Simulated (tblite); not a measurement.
Problem. What does the GFN2-xTB structure of `ClC[C@@H](Cl)[C@H](Cl)[C@H]1C[SiH2]1` look like in three dimensions?

Solution. 
```xyz
18
C5H9Cl3Si angstrom
Cl     2.7197    1.6463   -0.9505
C      2.6320   -0.0986   -0.6137
C      1.1836   -0.5532   -0.6565
Cl     1.1806   -2.3388   -0.6028
C      0.3279    0.0146    0.4698
Cl     1.0302   -0.5003    2.0616
C     -1.1036   -0.3972    0.3868
C     -2.1112    0.4133    1.2152
Si    -2.3460    0.6064   -0.6387
H      3.0659   -0.2686    0.3721
H      3.2218   -0.6058   -1.3769
H      0.7262   -0.2742   -1.6110
H      0.4232    1.1037    0.4584
H     -1.2253   -1.4727    0.4511
H     -2.8063   -0.1659    1.8061
H     -1.6872    1.2237    1.7926
H     -3.3960   -0.1383   -1.3040
H     -1.8442    1.8120   -1.2711
```

Orientation and origin are arbitrary. Atoms count from 1 in this order. The C–Cl distances run from 1.779 Å (Cl1–C2, drawn single) to 1.814 Å (C5–Cl6, drawn single), a spread of 0.035 Å. Si9 (SiH2 silicon) has angles from 48.0° to 119.4°. The 4 C–C bonds span 1.492 Å (C5–C7, drawn single) to 1.536 Å (C7–C8, drawn single), a spread of 0.044 Å. Of the pairs four or more bonds apart, Cl6···H10 is among the closest relative to their van der Waals radii: 2.66 Å, 90 % of the sum of Bondi's values.

Bonds between heavy atoms (Å): Cl1–C2 1.779, C2–C3 1.519, C3–Cl4 1.786, C3–C5 1.524, C5–Cl6 1.814, C5–C7 1.492, C7–C8 1.536, C8–Si9 1.879, C7–Si9 1.898.

Computed geometry: GFN2-xTB, gas phase.

Point group: C1 (no symmetry element, even within 0.4 Å). Its GFN2-xTB frequencies are all real (lowest 36 cm⁻¹). One conformer, not necessarily the lowest (Cl1–C2–C3–Cl4 170°, C2–C3–C5–Cl6 -59°, C3–C5–C7–C8 -163°). 3 starts were optimised and ended at 0.00, 0.91 and 3.97 kcal/mol (GFN2-xTB); the lowest of these is shown.

Time: 1.7 s of wall time. Hardware: Arm Neoverse N1, one thread, no GPU (shared host). This is the geometry optimisation.
